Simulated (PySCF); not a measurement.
Species: ZnMeI, CH₃IZn (singlet state).
Geometry (PBE0-D3(BJ)/def2-SVP, Å), atoms numbered from 1 in this order:
```
atom  x, y, z in Å
Zn1   -0.0101    0.0102   -1.0766
C2     0.0026   -0.0013    0.8601
H3    -0.4472    0.9217    1.2567
H4     1.0342   -0.0752    1.2371
H5    -0.5698   -0.8598    1.2436
I6    -0.0096    0.0043   -3.5208
```

Method: TDDFT PBE0/def2-SVPD, vertical, gas phase, core orbitals frozen in the response, def2 core potentials past Kr (PySCF). Spin–orbit coupling is left out.

Ground-to-excited transition dipoles (e·a0, same axes as the geometry; the sign carries no meaning), for the states with f of 0.002 or more among the lowest 13:

```tsv
state	E (eV)	μx	μy	μz
S1	5.512	0.430	0.265	-0.001
S2	5.512	0.265	-0.430	-0.006
S6	6.216	-0.002	0.002	-0.167
S7	6.521	-0.059	0.207	-0.046
S8	6.522	-0.207	-0.058	-0.019
S9	6.976	0.008	-0.005	2.324
S10	7.389	-0.300	-0.069	-0.001
S11	7.389	-0.069	0.300	-0.002
S12	7.819	-0.557	0.412	-0.014
S13	7.819	0.413	0.557	-0.004
```

(1) What oscillator strength does each state have?

(2) How is the summed strength of these states shared among x, y and z?

(3) What peak molar absorption coefficient would the strongest computed level give as a lone Gaussian band 0.5 eV wide at half height?

## Answers

(1) f = (2/3) ΔE |μ|² with ΔE in hartree (27.2114 eV).

| state | \|μ\|² (au) | \|μ\| (D) | f |
| --- | --- | --- | --- |
| S1 | 0.255 | 1.28 | 0.034 |
| S2 | 0.255 | 1.28 | 0.035 |
| S6 | 0.028 | 0.42 | 0.004 |
| S7 | 0.048 | 0.56 | 0.008 |
| S8 | 0.047 | 0.55 | 0.007 |
| S9 | 5.399 | 5.91 | 0.923 |
| S10 | 0.095 | 0.78 | 0.017 |
| S11 | 0.095 | 0.78 | 0.017 |
| S12 | 0.480 | 1.76 | 0.092 |
| S13 | 0.481 | 1.76 | 0.092 |

(2) (2/3) Σ ΔE μα² gives 0.151 for x, 0.151 for y and 0.927 for z, 1.229 in all.

(3) ε(max) = 2.175×10⁸ f / FWHM, with the width in cm⁻¹. S9: 2.175×10⁸ × 0.9228 / 4033 ≈ 50000 L mol⁻¹ cm⁻¹.

S1/S2, S7/S8, S10/S11 and S12/S13 coincide within about 0.01 eV; within a degenerate level the directions of the single components are arbitrary.

The vertical ionisation energy (ΔSCF) is 9.80 eV, 1.98 eV above S13.
